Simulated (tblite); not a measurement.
Species: B₂ClH₄N.
Numbering: `[BH2:1][NH:2][BH:3][Cl:4]` (hydrogens: H5, H6 on B1; H7 on N2; H8 on B3)

Computed with GFN2-xTB (tblite), gas phase: L-BFGS steps from a force-field or distance-geometry start until the largest atomic force falls under 0.01 eV/Å.

Step 0: E = -326.9963 eV
```
atom  x, y, z in Å  |  force x, y, z in eV/Å
B1     -1.2555    0.3226   -0.0870    2.411  -0.808  -0.463
N2     -0.2836   -0.8235    0.0719    1.565   2.196  -0.807
B3      1.1085   -0.3321    0.5060   -2.120   1.167  -0.808
Cl4     2.3810    0.2452   -0.6932   -1.190  -1.132   1.099
H5     -1.7235    0.4626   -1.1696   -0.386  -0.409   0.644
H6     -1.0519    1.2935    0.5660   -0.484  -0.608   0.125
H7     -0.2388   -1.4260   -0.7612   -0.247   0.250   0.610
H8      1.0729    0.2671    1.5424    0.450  -0.656  -0.400
```

Step 1: E = -327.3384 eV
```
atom  x, y, z in Å  |  force x, y, z in eV/Å
B1     -1.2211    0.3111   -0.0936    1.669  -0.149  -0.482
N2     -0.2613   -0.7922    0.0604    1.097   1.329  -0.953
B3      1.0782   -0.3154    0.4945   -1.266   1.159  -0.535
Cl4     2.3640    0.2291   -0.6775   -1.013  -1.028   0.896
H5     -1.7290    0.4568   -1.1604   -0.304  -0.458   0.642
H6     -1.0588    1.2849    0.5678   -0.394  -0.595   0.122
H7     -0.2423   -1.4225   -0.7525   -0.134   0.261   0.563
H8      1.0794    0.2577    1.5367    0.344  -0.519  -0.254
```

Question: Estimate the geometry and energy of step 2. (The exact step hangs on the optimiser's Hessian estimate; all steps are aligned on step 1, rigid shifts and turns removed.)

Answer: E = -327.6921 eV, largest force 2.733 eV/Å
```
atom  x, y, z in Å  |  force x, y, z in eV/Å
B1     -1.1234    0.2993   -0.1206   -1.003   1.772  -0.563
N2     -0.1972   -0.7130    0.0076   -1.110  -1.520  -1.038
B3      1.0026   -0.2502    0.4630    2.213   1.409   0.766
Cl4     2.3061    0.1707   -0.6261   -0.093  -0.589   0.118
H5     -1.7466    0.4313   -1.1243   -0.151  -0.478   0.436
H6     -1.0814    1.2513    0.5747   -0.079  -0.332   0.192
H7     -0.2504   -1.4078   -0.7206    0.179  -0.183  -0.188
H8      1.0993    0.2278    1.5217    0.045  -0.078   0.276
```

The energy changes by -0.3537 eV. The first-order estimate −F·Δx gives -0.8756 eV and the mean of the old and new forces, exact on a quadratic surface, -0.3076 eV. The step makes an angle of 2° with the force vector and moves no atom by more than 0.115 Å.

What follows is the cost of the whole relaxation. On one thread of an Arm Neoverse V1, shared host with 32 logical CPUs at a one-minute load of 22, this took 0.16 s wall.
